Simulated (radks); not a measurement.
As I, 33 electrons, occupied as [Ar] 3d10 4s2 4p3.

All-electron calculation, non-relativistic Kohn-Sham, exchange-only LDA, spin-polarised, spherical densities, point nucleus; open shells are filled with parallel spins first. Program: a radial shooting solver on a logarithmic mesh with Libxc functionals.

Energy parts (eV):
total: -60671.799
kinetic: 60671.799
electron-nucleus: -145374.274
Hartree: 26118.150
exchange: -2087.474

Orbitals (lengths in bohr, moments of r in powers of bohr):
orbital  occ.  eigenvalue (eV)       <r^4>
1s up       1        -11516.82  0.00002120
1s down     1        -11516.70  0.00002120
2s up       1        -1442.560    0.004390
2s down     1        -1442.505    0.004390
2p up       3        -1291.093    0.003070
2p down     3        -1290.997    0.003070
3s up       1        -181.2832      0.2980
3s down     1        -181.1227      0.2963
3p up       3        -130.1777      0.3615
3p down     3        -129.9848      0.3576
3d up       5         -40.2453      0.8150
3d down     5         -39.9167      0.7626
4s up       1         -13.9998       34.06
4s down     1         -11.1739       34.15
4p up       3          -5.2489       112.4
4p down     0          -2.3641       179.0

The highest occupied level is 4p up at -5.249 eV. Spin moment in Bohr magnetons: 3. The spin density at the nucleus is -0.9975 e/bohr^3 (1s -0.1184, 2s 0.0380, 3s -0.0965, 4s -0.8205), a Fermi contact field of -52.3 T. Summed over all electrons, <r^2> = 42.03 bohr^2, which gives a Langevin (diamagnetic) susceptibility term of -33.3 x 10^-6 cm^3/mol. The electron density at the nucleus is 2.463e+04 e/bohr^3. Virial ratio -V/T = 2.00000. The density falls to 0.001 e/bohr^3 at r = 4.41 bohr.
